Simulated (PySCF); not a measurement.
## ZrHCl + HF → ZrHF + HCl

Level: PBE0 in the def2-TZVP basis family, computed in PySCF with density fitting; scalar-relativistic core potentials for atoms from Rb on, none lighter, no spin–orbit coupling; open shells unrestricted.

```csv
species,state and structure,E (Eh),ZPE (kJ/mol),H(298 K) − H(0) (kJ/mol),S° (J/(mol K))
ZrHCl,"triplet, Cs, Zr–Cl 2.336 Å, Zr–H 1.862 Å; Cl–Zr–H 123.0°",-507.67756,14.3,11.7,280.6
HF,"singlet, C∞v, H–F 0.920 Å",-100.39188,24.9,8.7,173.6
ZrHF,"triplet, Cs, Zr–F 1.890 Å, Zr–H 1.862 Å; F–Zr–H 118.4°",-147.40893,16.1,11.1,268.6
HCl,"singlet, C∞v, H–Cl 1.279 Å",-460.66440,17.9,8.7,186.6
```

(1) What is the electronic reaction energy?

(2) Add zero-point, thermal and entropy terms for 298.15 K and 1 bar.

Results:

(1) At PBE0/def2-TZVP, ΔE = -10.2 kJ/mol from the differences of the total energies times 2625.5, downhill. Ligand exchange with HF takes part in thermal etching.

(2) ΔZPE = -5.2 and Δ[H(298) − H(0)] = -0.6 kJ/mol give ΔH° = -16.0 kJ/mol. ΔS° = 1.0 J/(mol K), so ΔG° = -16.0 − 298.15 × (0.0010) = -16 kJ/mol and log₁₀K = 2.9.

Open d or f shells are single determinants, so the state found may not be the ground state. Each species is the lowest minimum found with this bonding; other isomers or fragments can lie lower.
